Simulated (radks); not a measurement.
Pm V, 57 electrons, occupied as [Xe] 4f3.

Calculated with a radial shooting solver on a logarithmic mesh with Libxc functionals: scalar-relativistic Kohn-Sham, revPBE, spin-polarised, spherical densities, finite nucleus; open shells are filled with parallel spins first (spin-orbit coupling, left out, can overturn this in heavy ions); Fermi nuclear charge, rms radius 4.962 fm.

Energy parts (Ry):
total: -20034.7107
kinetic: 21367.8299
electron-nucleus: -48499.6856
Hartree: 7551.5511
exchange-correlation: -454.4062

Orbitals (lengths in bohr, moments of r in powers of bohr):
orbital	occ.	eigenvalue (Ry)	<r^2>	<r^4>	<r>
1s up	1	-3312.574	0.0007317	1.417e-06	0.02318
1s down	1	-3312.574	0.0007317	1.417e-06	0.02318
2s up	1	-541.8179	0.01156	0.0002296	0.09897
2s down	1	-541.8169	0.01156	0.0002296	0.09897
2p up	3	-484.2517	0.009263	0.0001697	0.08712
2p down	3	-484.2511	0.009263	0.0001697	0.08711
3s up	1	-121.3140	0.07757	0.009091	0.2606
3s down	1	-121.2352	0.07750	0.009073	0.2605
3p up	3	-103.2374	0.07765	0.009507	0.2589
3p down	3	-103.1589	0.07757	0.009484	0.2587
3d up	5	-78.45179	0.06574	0.007728	0.2364
3d down	5	-78.39145	0.06563	0.007701	0.2362
4s up	1	-27.27611	0.3935	0.2245	0.5907
4s down	1	-27.07692	0.3934	0.2244	0.5906
4p up	3	-21.31615	0.4428	0.2920	0.6243
4p down	3	-21.11722	0.4428	0.2922	0.6242
4d up	5	-12.88789	0.5347	0.4606	0.6796
4d down	5	-12.68966	0.5356	0.4635	0.6801
4f up	3	-3.81234	0.9373	1.962	0.8670
4f down	0	-3.63057	0.9724	2.157	0.8803
5s up	1	-6.29560	2.084	6.237	1.365
5s down	1	-6.19268	2.117	6.442	1.376
5p up	3	-4.71791	2.672	10.47	1.542
5p down	3	-4.64165	2.721	10.86	1.557
5d up	0	-2.69773	4.615	32.78	2.016
5d down	0	-2.65966	4.721	34.29	2.039
6s up	0	-2.26893	9.760	130.7	2.968
6s down	0	-2.24929	9.896	134.4	2.988
6p up	0	-1.83342	12.68	221.1	3.381

The highest occupied level is 4f up at -51.870 eV. Spin moment in Bohr magnetons: 3.
